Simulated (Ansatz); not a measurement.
Total energies of CH₄ClF₃MoO₂, SMILES `C[O][Mo]([OH])([F])([F])([F])[Cl]`.

```tsv
atom	x (Å)	y (Å)	z (Å)
C1	0.807	1.114	-1.439
O2	0.074	0.941	-0.266
Mo3	-0.434	-0.256	0.970
O4	-0.904	-1.356	-0.469
F5	-0.842	-1.773	1.953
F6	-0.098	0.656	2.540
F7	-2.142	0.420	1.158
Cl8	1.777	-0.948	1.035
H9	0.383	0.468	-2.213
H10	1.843	0.821	-1.237
H11	0.753	2.161	-1.739
H12	-1.217	-2.249	-0.292
```

Total charge 0; spin multiplicity 1. Correlated methods include outer-core shells of Mo, which these sets cover unevenly. Mo: def2 effective core potential. All single points use the PBE0-D4/def2-TZVP geometry. It is one conformer, not always the lowest. Basis def2-TZVPP, Ansatz 0.2.0.

RPA on PBE orbitals: Hartree–Fock energy of these orbitals -1015.43149 Eh, correlation -3.30001 Eh (frozen core).

```
             functional  energy without D4 (Eh)  D4 term (kJ/mol)
                 revPBE             -1019.17316             -95.1
HSE06 (plane-wave form)             -1018.64744             -26.6
```

Task: Give the same for LDA (SPW92), PBE, BLYP, r2SCAN, B97M-V, PBE0, B3LYP, r2SCANh, r2SCAN0, BHLYP, CAM-B3LYP, LC-ωPBE, ωB97X-V, ωB97M-V, B2PLYP, PBE-QIDH. (Estimate.)

Result: Computed: 
```json
{"functional": "LDA (SPW92)", "energy without D4 (Eh)": "-1014.45465", "D4 term (kJ/mol)": "–"}
{"functional": "PBE", "energy without D4 (Eh)": "-1018.72765", "D4 term (kJ/mol)": "-33.4"}
{"functional": "BLYP", "energy without D4 (Eh)": "-1019.29063", "D4 term (kJ/mol)": "-72.3"}
{"functional": "r2SCAN", "energy without D4 (Eh)": "-1019.16654", "D4 term (kJ/mol)": "-8.4"}
{"functional": "B97M-V", "energy without D4 (Eh)": "-1019.09687", "D4 term (kJ/mol)": "–"}
{"functional": "PBE0", "energy without D4 (Eh)": "-1018.67613", "D4 term (kJ/mol)": "-28.5"}
{"functional": "B3LYP", "energy without D4 (Eh)": "-1019.38137", "D4 term (kJ/mol)": "-53.8"}
{"functional": "r2SCANh", "energy without D4 (Eh)": "-1019.09606", "D4 term (kJ/mol)": "-8.9"}
{"functional": "r2SCAN0", "energy without D4 (Eh)": "-1018.99413", "D4 term (kJ/mol)": "-9.9"}
{"functional": "BHLYP", "energy without D4 (Eh)": "-1018.96413", "D4 term (kJ/mol)": "-42.4"}
{"functional": "CAM-B3LYP", "energy without D4 (Eh)": "-1019.16622", "D4 term (kJ/mol)": "-29.1"}
{"functional": "LC-ωPBE", "energy without D4 (Eh)": "-1018.93566", "D4 term (kJ/mol)": "–"}
{"functional": "ωB97X-V", "energy without D4 (Eh)": "-1019.04962", "D4 term (kJ/mol)": "–"}
{"functional": "ωB97M-V", "energy without D4 (Eh)": "-1019.07178", "D4 term (kJ/mol)": "–"}
{"functional": "B2PLYP", "energy without D4 (Eh)": "-1018.84279", "D4 term (kJ/mol)": "–"}
{"functional": "PBE-QIDH", "energy without D4 (Eh)": "-1018.46259", "D4 term (kJ/mol)": "–"}
```

B3LYP takes the VWN-RPA correlation (the form of Gaussian; ORCA's B3LYP/G). HSE06 is the plane-wave form, built on full-range PBE exchange. The double hybrids freeze the cores in their second-order part.

LC-ωPBE has ω = 0.4 bohr⁻¹.
